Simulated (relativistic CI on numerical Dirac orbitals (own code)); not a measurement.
**Hyperfine structure of W XXVI, mass number 183**

Method of calculation: Dirac-Coulomb-Breit CI, KLI orbitals optimised for each configuration, model QED (radiative potential, 1s self-energy scaled to tabulated hydrogen-like ionisation energies), unscaled Slater integrals (own radial code, finite nucleus).

CI space (outside the closed core [Ar] 3d10 4s2): 4p6 4d10 4f3, 4p6 4d10 4f2 5s, 4p6 4d9 4f4, 4p6 4d10 4f 5s2, 4p6 4d10 4f2 5p, 4p6 4d10 4f 5s 5p, 4p6 4d10 4f2 5d, 4p6 4d10 4f 5p2, 4p5 4d10 4f4, 4p6 4d10 4f 5s 5d, 4p6 4d10 4f 5p 5d, 4p6 4d9 4f2 5s2, 4p6 4d10 4f2 5f, 4p6 4d10 4f 5d2, 4p6 4d10 4f2 6s, 4p6 4d10 4f2 6p. Levels of other configurations are missing.

Nuclear spin I = 1/2, μ = 0.11739 μN (tables of Stone and Pyykkö). The electronic factors are computed for point nuclear moments, without core polarisation or the Bohr-Weisskopf and QED corrections.

| Level | E (cm⁻¹) | A (MHz) |
| --- | --- | --- |
| 4p6 4d10 4f3 4I°_9/2 | 0.0 | 955.5 |
| 4p6 4d10 4f3 4I°_11/2 | 19769.1 | 740.5 |
| 4p6 4d10 4f3 4I°_13/2 | 36761.1 | 636.8 |
| 4p6 4d10 4f3 4F°_3/2 | 37410.5 | 1025 |
| 4p6 4d10 4f3 4F°_5/2 | 50685.3 | 687.3 |
| 4p6 4d10 4f3 4I°_15/2 | 51538.5 | 588.6 |
| 4p6 4d10 4f3 4F°_7/2 | 56527.2 | 665.8 |
| 4p6 4d10 4f3 4G°_5/2 | 59476.0 | 967.9 |

Levels with J = 0, under 50 % of one LS term, or S terms without an open s electron are left out. Small factors come from cancelling terms and can be off by tens of per cent or more.

At this charge energies of transitions that change n are usually good to better than 1 %, and those within a shell (Δn = 0) to a few per cent. Terms inside the open d or f shell come out 10 to 20 % too wide with unscaled integrals.

Q: Give the hyperfine levels of 4p6 4d10 4f3 4I°_9/2 relative to its centre of gravity.

A: With K = F(F + 1) − I(I + 1) − J(J + 1), E = AK/2: F = 4: -2628, F = 5: 2150 MHz.

LS names give the leading component of a level, which can be under half, so a name can repeat, a term be missing and a line seem to break the LS rules.
